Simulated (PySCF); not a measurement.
## Field gradients at the hydrogen positions

Compound: C5H12N2SSi.
Geometry (GFN2-xTB, Å), atoms numbered from 1 in this order:
```xyz
21
C5H12N2SSi angstrom
C     -3.207    1.368    0.187
N     -2.575    0.414    1.036
C     -1.746   -0.442    0.630
C     -1.191   -0.655   -0.725
N     -1.850   -0.293   -1.740
C      0.186   -1.280   -0.749
C      1.200   -0.327   -0.129
S      2.864   -1.101   -0.120
Si     3.948    0.363    1.005
H     -2.683    1.548   -0.756
H     -3.324    2.289    0.760
H     -4.202    0.990   -0.050
H     -1.346   -1.105    1.393
H     -1.393   -0.462   -2.636
H      0.484   -1.507   -1.776
H      0.177   -2.213   -0.182
H      0.930   -0.088    0.900
H      1.263    0.596   -0.707
H      3.862    1.633    0.291
H      3.303    0.472    2.309
H      5.290   -0.182    1.060
```

Level: PBE0/pcSseg-1 (PySCF, non-relativistic); Q(2H) = 0.00286 b; rigid geometry, the same for H and D, with no vibrational averaging.

Task: Rank these positions by the coupling χzz of a deuteron there, largest first.
A. H14 (N–H hydrogen)
B. H13 (hydrogen on a C=N carbon)
C. H19 (Si–H hydrogen)
D. H17 (methylene hydrogen)
E. H10 (methyl hydrogen)
F. H21 (Si–H hydrogen)

Result: A (258 kHz), B (208 kHz), D (202 kHz), E (195 kHz), F (115 kHz), C (110 kHz).

Task: Tabulate Vzz, the asymmetry η and χzz = 234.96 MHz × Q × Vzz for every hydrogen position.

Result: 
```csv
atom,bonded to,bond length (Å),Vzz (au),η,χzz (kHz)
H10,C1,1.094,0.2907,0.09,195
H11,C1,1.091,0.3047,0.05,205
H12,C1,1.091,0.3069,0.06,206
H13,C3,1.087,0.3096,0.06,208
H14,N5,1.020,0.3834,0.03,258
H15,C6,1.093,0.2976,0.03,200
H16,C6,1.093,0.2985,0.01,201
H17,C7,1.091,0.2999,0.05,202
H18,C7,1.091,0.3008,0.04,202
H19,Si9,1.459,0.1642,0.02,110
H20,Si9,1.459,0.1641,0.02,110
H21,Si9,1.449,0.1717,0.02,115
```

Task: Average by the element that carries the hydrogen.

Result: on C: 202 kHz over 8 positions, mean bond length 1.091 Å; on N: 258 kHz over 1 position, mean bond length 1.020 Å; on Si: 112 kHz over 3 positions, mean bond length 1.456 Å.

Geometry: GFN2-xTB, one conformer, isolated molecule. GFN2-xTB bond lengths can be off by several hundredths of an ångström, more for odd bonds, and the gradients follow them. The basis is small and wasn't made for field gradients, so the couplings can be 20 % off.

The run behind these numbers computed NMR shieldings as well. On an Intel Xeon Platinum 8488C with one thread (shared host), this took 49 s wall and 1.0 GiB of memory at its peak.
